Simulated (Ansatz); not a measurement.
A run for Ansatz (a quantum-chemistry and plane-wave program): R-CCSD(T)/cc-pV(D+d)Z on H5NSi2 (SMILES N[Si][SiH3]), a point of a torsion scan. Files ending in .json are basis or fitting sets from the Basis Set Exchange.

Ansatz 0.2 input:
```yaml
crystal:
  periodic: [false, false, false]
  atoms:
    - {symbol: N, position_ang: [1.83991123, -0.17354128, 0.31376647]}
    - {symbol: Si, position_ang: [0.44200896, 0.02463837, 1.29603181]}
    - {symbol: Si, position_ang: [-1.33225007, 0.12536117, -0.14811732]}
    - {symbol: H, position_ang: [2.76195490, -0.27913046, 0.70307495]}
    - {symbol: H, position_ang: [1.87411091, -0.18832561, -0.69536921]}
    - {symbol: H, position_ang: [-1.95464502, -1.21410804, -0.14360921]}
    - {symbol: H, position_ang: [-2.31783791, 1.00609645, 0.50756607]}
    - {symbol: H, position_ang: [-1.41145021, 0.51337703, -1.56931794]}
basis:
  gaussian:
    orbitals: cc-pV_D+d_Z.json
magnetization: {spin_polarized: false}
correlation: {method: ccsd_t, electrons: outside_noble_gas}
scf: {lower_state_search: off}
```

The log:

```
WARN ansatz: RAYON_NUM_THREADS=1 ignored (pool sized by the plan → 1); use --threads N
Functional definition: HF
these checks for a lower state are left out or cut short: stability, starts, cluster_reference, orbital_swaps, neighbouring_geometries, increment
integrals: 0.08 GiB planned
863 factors; integrals over basis functions are off by at most 1.3e-3 eV
mean field: 0.17 GiB planned
mean field evaluation 1: about -17282.5405 eV, gradient 2.8e1 eV
mean field evaluation 2: about -17282.5416 eV, gradient 2.8e1 eV
mean field evaluation 4: about -17284.7723 eV, gradient 3.1e0 eV
mean field evaluation 8: about -17284.8290 eV, gradient 1.5e-4 eV
mean field -17284.82895568 eV, -635.2057480435 hartree, gradient 2.2e-6 eV, S^2 0.000000; 0 other end points of the search recorded, 0 dependent functions left out
11 core orbitals not correlated
reference -17284.82895568 eV, -635.2057480435 hartree; 9, 9 occupied and 65, 65 virtual orbitals, 863 factors
second order -9.83504387 eV of doubles, -0.00000000 eV of singles
coupled cluster: 0.22 GiB planned
cycle   1  -10.71883935 eV  change   -8.8e-1 eV  update   9.8e-2
cycle   2  -11.13021265 eV  change   -4.1e-1 eV  update   3.4e-2
cycle   3  -11.21963691 eV  change   -8.9e-2 eV  update   1.8e-2
cycle   4  -11.21239541 eV  change    7.2e-3 eV  update   5.7e-3
cycle   5  -11.21166793 eV  change    7.3e-4 eV  update   2.2e-3
cycle   6  -11.21140777 eV  change    2.6e-4 eV  update   8.1e-4
cycle   7  -11.21124089 eV  change    1.7e-4 eV  update   2.8e-4
cycle   8  -11.21132966 eV  change   -8.9e-5 eV  update   1.1e-4
cycle   9  -11.21135388 eV  change   -2.4e-5 eV  update   3.3e-5
cycle  10  -11.21134160 eV  change    1.2e-5 eV  update   1.1e-5
perturbative correction -0.33642935 eV, -0.0123635507 hartree
Total energy: -17296.37672664 eV, -635.6301207989 hartree
Checks for a lower state left out: stability, starts, cluster_reference, orbital_swaps, neighbouring_geometries, increment
```

The run converged.

Cost: roughly 2.8 core-seconds.
